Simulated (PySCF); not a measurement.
Match the calculated data to a structure.

All candidates are C5H13FSi3.

* Dipole: 1.45 D [PBE0/pcSseg-1]
* 13C NMR: chemical shifts (computed TMS as zero) by class: 82.5 (1 C), 82.4 (1 C), 81.6 (1 C), 6.0 (1 C), 4.7 (1 C) ppm [GIAO PBE0/pcSseg-1]
* Rotational structure: rotational constants A, B, C: 1.032, 0.559, 0.497 GHz [GFN2-xTB]
* NMR, other nuclei: isotropic shieldings of nuclei other than C and H, by class: 454 (1 F), 393 (1 Si), 465 (2 Si) ppm [GIAO PBE0/pcSseg-1]
* 1H NMR: chemical shifts (computed TMS as zero) by class: 4.84 (2 H), 3.54 (6 H), 2.12 (2 H), 1.94 (3 H) ppm [GIAO PBE0/pcSseg-1]

Electronic properties: PySCF, gas phase, density fitting. Levels stand in brackets. Geometry: GFN2-xTB, one conformer, isolated molecule. GFN2-xTB frequencies show an imaginary mode (23i cm⁻¹), so this geometry is no minimum at that level. NMR classes are plain means over equivalent atoms (diastereotopic ones count apart unless rotation or inversion swaps them), as if these changed places fast.

Question: Which candidate is it?
A. `C#C[C@H](C)C[SiH2][SiH2][SiH2]F`
B. `CC#CC[Si]([SiH3])([SiH3])CF`
C. `F[C@@H]1[SiH2]C=C[SiH2][C@@H]1C[SiH3]`

Answer: B. It is `CC#CC[Si]([SiH3])([SiH3])CF`. Numbering: `[CH3:1][C:2]#[C:3][CH2:4][Si:5]([SiH3:6])([SiH3:7])[CH2:8][F:9]`. Its formula, C5H13FSi3, gives 2 degrees of unsaturation: 0 rings and 2 π bonds in the structure found. 5 carbons fall into 5 classes; from least to most shielded: alkyne carbon [C3] (82.5 ppm), sp3 C–F carbon [C8] (82.4 ppm), alkyne carbon [C2] (81.6 ppm), sp3 carbon bound to silicon [C4] (6.0 ppm), propargylic carbon [C1] (4.7 ppm). Hydrogen classes from least to most shielded: 2 H on an sp3 C–F carbon, C8 (4.84 ppm), 6 H on 2 SiH3 silicons, Si6/Si7 (3.54 ppm, a mean of values up to 0.5 ppm apart in this geometry), 2 H on an sp3 carbon bound to silicon, C4 (2.12 ppm), 3 H on a propargylic carbon, C1 (1.94 ppm). The other shieldings belong to: 454 ppm, alkyl fluorine [F9]; 393 ppm, four-coordinate silicon [Si5]; 465 ppm, SiH3 silicon [Si6/Si7]. The optimised geometry has point group C1 and is an asymmetric top.

The others, at the same levels:
- `F[C@@H]1[SiH2]C=C[SiH2][C@@H]1C[SiH3]` fails: its computed 13C shifts are 157.0 (1 C), 149.3 (1 C), 89.5 (1 C), 28.0 (1 C), 10.1 (1 C) ppm, 1H shifts are 7.44 (1 H), 7.22 (1 H), 5.43 (1 H), 4.51 (1 H), 4.47 (1 H), 4.37 (1 H), 4.19 (1 H), 3.93 (3 H), 1.47 (1 H), 1.17 (1 H), 0.88 (1 H) ppm and rotational constant A is 1.528 GHz (against 1.032 GHz).
- `C#C[C@H](C)C[SiH2][SiH2][SiH2]F` fails: its computed 13C shifts are 93.6 (1 C), 77.6 (1 C), 29.1 (1 C), 28.2 (1 C), 21.7 (1 C) ppm, 1H shifts are 5.92 (1 H), 5.77 (1 H), 4.64 (1 H), 4.04 (1 H), 3.42 (1 H), 3.06 (1 H), 2.47 (1 H), 1.63 (1 H), 1.41 (3 H), 1.08 (1 H), 0.88 (1 H) ppm and rotational constant A is 1.679 GHz (against 1.032 GHz).

Each candidate is one conformer, not necessarily the lowest. The conformers computed, where there is a choice (atom-mapped SMILES and torsion angles):
- `[CH3:1][C:2]#[C:3][CH2:4][Si:5]([SiH3:6])([SiH3:7])[CH2:8][F:9]`: C3–C4–Si5–Si6 -67°, C4–Si5–C8–F9 -68°
- `[CH:1]#[C:2][C@H:3]([CH3:4])[CH2:5][SiH2:6][SiH2:7][SiH2:8][F:9]`: C2–C3–C5–Si6 -63°, C3–C5–Si6–Si7 -174°, C5–Si6–Si7–Si8 56°, Si6–Si7–Si8–F9 -43°

The conformers of `F[C@@H]1[SiH2]C=C[SiH2][C@@H]1C[SiH3]` aren't listed.
